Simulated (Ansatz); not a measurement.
`C[B]([GaH2])[TeH]` + H₂S → `[SH][GaH2]` + `CB[TeH]` at 400 K and 1 bar (cleavage of the Ga–B bond).

Program: Ansatz. Geometries: PBE0-D4/def2-TZVP. ΔE: electronic, gas phase. CCSD(T)/CBS adds triple-zeta CCSD(T) − MP2 to the extrapolated MP2 energy (def2 sets, frozen cores). This one scheme is used for every species. Elements past krypton have def2 core potentials. For Ga, Te outer-core shells are correlated without core-valence functions, which leaves a few kJ/mol of doubt a bond. Scalar relativity is left out up to krypton.

```json
{"species": "`C[B]([GaH2])[TeH]`", "CCSD(T)/CBS energy (Eh)": "-2258.11451", "H − E (kJ/mol)": "195.0", "S (J/(mol·K))": "426.6"}
{"species": "H₂S", "CCSD(T)/CBS energy (Eh)": "-398.97279", "H − E (kJ/mol)": "53.4", "S (J/(mol·K))": "215.9"}
{"species": "`[SH][GaH2]`", "CCSD(T)/CBS energy (Eh)": "-2323.53734", "H − E (kJ/mol)": "79.9", "S (J/(mol·K))": "297.4"}
{"species": "`CB[TeH]`", "CCSD(T)/CBS energy (Eh)": "-333.59211", "H − E (kJ/mol)": "171.5", "S (J/(mol·K))": "335.1"}
```

H − E and S are ideal-gas, rigid-rotor, harmonic terms from PBE0-D4/def2-TZVP. 1 Eh = 2625.50 kJ/mol, R = 8.31446 J/(mol·K).

**Question.** By hand: ΔE, ΔH, ΔS and ΔG.

**Answer.** ΔE = (-2323.53734) + (-333.59211) − (-2258.11451) − (-398.97279) = -0.04215 Eh = -110.7 kJ/mol. Δ(H − E) = 79.9 + 171.5 − 195.0 − 53.4 = 3.0, so ΔH = -107.7 kJ/mol. ΔS = 297.4 + 335.1 − 426.6 − 215.9 = -10.0 J/(mol·K). ΔG = -107.7 − 400 × (-10.0)/1000 = -103.7 kJ/mol.

**Question.** By hand: the equilibrium constant, and the temperature at which ΔG would vanish if ΔH and ΔS stayed fixed.

**Answer.** log₁₀ K = −ΔG/(RT ln 10) = 13.5. ΔG = 0 at ΔH/ΔS = 10770 K, far beyond where these terms or the molecules hold.

The number of gas molecules stays the same, so ΔS is small and ΔH decides. A doubt of 5 kJ/mol in ΔE shifts log₁₀ K by 0.7 here. These are equilibria of isolated gas molecules and say nothing of rates. Largest T1 diagnostic: 0.014 (customary marks: 0.02 for closed shells, 0.045 for open ones).
